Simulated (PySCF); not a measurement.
PySCF 2.14 output of a UHF calculation on a single atom or ion in x2c-TZVPPall with one added diffuse shell each of s, p, d, f type (12s8p7d4f, 99 functions), with the spin-free X2C one-electron Hamiltonian (Gaussian nucleus):

```
SCF conv_tol = 1e-09
number electrons alpha = 41  beta = 40
cycle= 1 E= -20243.515471582  delta_E= -0.00183  |g|= 0.0128  |ddm|= 0.0745
cycle= 2 E= -20243.5157160926  delta_E= -0.000245  |g|= 0.00509  |ddm|= 0.0274
cycle= 3 E= -20243.5157650514  delta_E= -4.9e-05  |g|= 0.000671  |ddm|= 0.0186
cycle= 4 E= -20243.515765983  delta_E= -9.32e-07  |g|= 0.000367  |ddm|= 0.00246
cycle= 5 E= -20243.515766191  delta_E= -2.08e-07  |g|= 8.69e-05  |ddm|= 0.00145
cycle= 6 E= -20243.5157662198  delta_E= -2.88e-08  |g|= 2.11e-05  |ddm|= 0.000675
cycle= 7 E= -20243.515766221  delta_E= -1.26e-09  |g|= 4.67e-06  |ddm|= 0.000147
cycle= 8 E= -20243.515766221  delta_E= -1.46e-11  |g|= 6.55e-07  |ddm|= 1.78e-05
converged SCF energy = -20243.515766221  <S^2> = 0.75911753  2S+1 = 2.0090968
```

The run itself started from symmetry-adapted Hartree-Fock orbitals and held the occupation by maximum overlap, so the iterations belong to that start.

Question: Which element, charge and spin multiplicity is this?

Answer: Tl (thallium, neutral), multiplicity 2; the state was [Xe] 4f14 5d10 6s2 6p1, 2P determinant.

Spin-orbit coupling, absent here, splits the open shell strongly.
